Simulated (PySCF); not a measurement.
Working out the ionisation energy of Se²⁺

Se²⁺ [Ar] 3d10 4s2 4p2 (3P) → Se³⁺ [Ar] 3d10 4s2 4p1 (2P). Computed with PySCF 2.14 in cc-pVTZ-PP with ECP10MDF, with scalar relativity through the core potential. Frozen: 3s2 3p6 3d10. Energies in hartree (1 hartree = 27.21139 eV):

```csv
part,Se²⁺ (lower),Se³⁺ (upper)
UHF,-370.782172,-369.643414
CCSD correlation,-0.072937,-0.057125
(T),-0.001491,-0.000673
```

Q: What does Hartree-Fock give?

A: (-369.643414) − (-370.782172) = 1.138758 hartree = 30.987 eV.

Q: What do CCSD and CCSD(T) give?

A: The CCSD correlation energies differ by 0.015812 hartree = 0.430 eV and the triples by 0.000818 hartree = 0.022 eV, so CCSD gives 31.417 eV and CCSD(T) 31.439 eV.

Reference: 31.697 ± 0.019 eV (measured; NIST Atomic Spectra Database, ionization energies), between the lowest levels; spin-orbit coupling is absent from the calculation.

What remains against the reference includes basis incompleteness, the frozen core and higher excitations.
